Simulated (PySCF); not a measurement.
**Germanium: a sound run and one with changed settings**

Sound run: Ge [Ar] 3d10 4s2 4p2, Ge⁺ [Ar] 3d10 4s2 4p1. Computed with PySCF 2.14 in x2c-SVPall (5s4p3d, 32 functions), with the spin-free X2C one-electron Hamiltonian (Gaussian nucleus). The sound run starts from symmetry-adapted Hartree-Fock orbitals and uses a fine grid where one is needed.

Changed run: radial step 0.3 in ln r (0.13 in the sound run). This setting is unsound on purpose.

```csv
species,method,sound run (hartree),changed run (hartree),converged
Ge,UHF,-2096.68569,-2096.68569,yes
Ge,r2SCAN,-2098.33993,-2098.35369,yes
Ge,BP86,-2098.65856,-2098.65634,yes
Ge⁺,UHF,-2096.41326,-2096.41326,yes
Ge⁺,r2SCAN,-2098.04375,-2098.05717,yes
Ge⁺,BP86,-2098.36516,-2098.36296,yes
```

Ionisation energy of Ge:

```tsv
method	sound run (eV)	changed run (eV)
UHF	7.413	7.413
r2SCAN	8.059	8.069
BP86	7.984	7.983
```

A coarse radial grid mis-integrates the density and the exchange-correlation energy, with errors of either sign; Hartree-Fock needs no grid.

For comparison, NIST gives 7.899 eV between the lowest levels.
